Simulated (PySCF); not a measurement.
Computed IR spectrum (relative IR intensity) of a molecule C₃H₄BNO₂. Geometry optimised at PBE-D3(BJ)/def2-SVP. One conformer was computed; it need not be the lowest. All values below come from PBE-D3(BJ)/def2-SVP in PySCF. No scaling factor is applied to the harmonic values.

```csv
ν (cm⁻¹),relative intensity
17,6.7
97,4.2
151,3.0
242,13
314,4.9
459,5.8
579,4.3
684,16
748,9.5
848,23
951,16
956,21
986,52
1165,9.5
1243,88
1333,11
1347,7.6
1434,100
1707,25
2295,12
2847,41
2973,3.8
3402,75
```

**Question.** Which structure fits?
A) N#CCB(O)C=O
B) C=C1N=COB1O
C) O=C1C=NCB1O
D) O=CB1CN=CO1

**Answer.** A, N#CCB(O)C=O
